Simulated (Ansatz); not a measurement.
C2H7GeNO, singlet, geometry from GFN2-xTB; CASSCF(2,3)/STO-3G (Ansatz, a first-principles code).

Ansatz was given this input:
Ansatz 0.2 input:
```yaml
crystal:
  periodic: [false, false, false]
  atoms:
    - {symbol: Ge, position_ang: [0.02042964, 0.62844520, 0.66966333]}
    - {symbol: O, position_ang: [0.84236598, 1.58649269, -0.61592341]}
    - {symbol: H, position_ang: [1.12523944, 2.47374397, -0.41139984]}
    - {symbol: N, position_ang: [-0.23290906, -0.87346429, -0.33425422]}
    - {symbol: C, position_ang: [-0.88875430, -2.02267271, 0.24507778]}
    - {symbol: C, position_ang: [0.14795195, -1.09788505, -1.70551429]}
    - {symbol: H, position_ang: [-1.80164009, -2.27610780, -0.30652776]}
    - {symbol: H, position_ang: [-0.23219736, -2.90051607, 0.23156835]}
    - {symbol: H, position_ang: [-1.15604826, -1.80244754, 1.28023294]}
    - {symbol: H, position_ang: [0.84267383, -1.94158677, -1.78765941]}
    - {symbol: H, position_ang: [-0.72841373, -1.31652410, -2.32631947]}
    - {symbol: H, position_ang: [0.63288742, -0.20115319, -2.07933534]}
basis:
  gaussian:
    orbitals: STO-3G
hamiltonian:
  xc: hf
magnetization: {spin_polarized: false}
correlation: {active_space: {window: {electrons: 2, orbitals: 3}}}
```

Task: What does Ansatz print? Leave out banner, timings and long lists.

Result: 
```
Functional definition: HF
563 factors; integrals over basis functions are off by at most 3.5e-5 eV
mean field evaluation 1: about -61447.2392 eV, gradient 2.4e1 eV
mean field evaluation 2: about -61447.4879 eV, gradient 2.4e1 eV
mean field evaluation 4: about -61449.6292 eV, gradient 1.9e0 eV
mean field evaluation 8: about -61449.6490 eV, gradient 5.1e-2 eV
mean field -61449.64904733 eV, -2258.2329504212 hartree, gradient 2.2e-6 eV, S^2 0.000000; 0 other end points of the search recorded, 0 dependent functions left out
reference -61449.64904733 eV, -2258.2329504212 hartree; 33, 33 occupied and 12, 12 virtual orbitals, 563 factors
state -61450.18161694 eV, -2258.2525219936 hartree
2 active orbitals were swapped for others, from the solution at -61450.06864907 eV, -2258.2483705008 hartree to that at -61450.18161694 eV, -2258.2525219936 hartree; typed "places" are swapped only where nearly empty or full, and so, without "given_window_search", are "orbital_numbers", "shells" and a window whose orbitals a file names under [Active]
Total energy: -61450.18161694 eV, -2258.2525219936 hartree
```
